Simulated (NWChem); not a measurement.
System: CH$_{2}$NO, doublet; SMILES N[C]=O

```xyz
5

N      0.0956     1.0881     0.0000
C     -0.4139    -0.1573     0.0000
O      0.1597    -1.2142     0.0000
H      1.1000     1.2522     0.0000
H     -0.5185     1.8868     0.0000
```
Atoms are numbered in this order, from 1.

Program: NWChem. Pople sets run with spherical d functions. Spin-unrestricted. In the optimisation the excess spin sits in a' (Cs, its own frame). Coordinates come from a B3LYP/6-31G* (spherical d), spin-unrestricted optimisation. No stability test was run on the SCF state. Atomic charges in e: unrestrained fits to the electrostatic potential beside Mulliken populations; buried atoms are poorly determined by the fit.

For level UHF/6-31G*:

- ESP N1 = -0.54
- Mulliken N1 = -0.91
- ESP C2 = 0.32
- Mulliken C2 = 0.61
- ESP O3 = -0.41
- Mulliken O3 = -0.51

How do the values read with level B3LYP/def2-SVP instead?


- ESP N1 = -0.29
- Mulliken N1 = -0.12
- ESP C2 = 0.09
- Mulliken C2 = 0.03
- ESP O3 = -0.27
- Mulliken O3 = -0.19
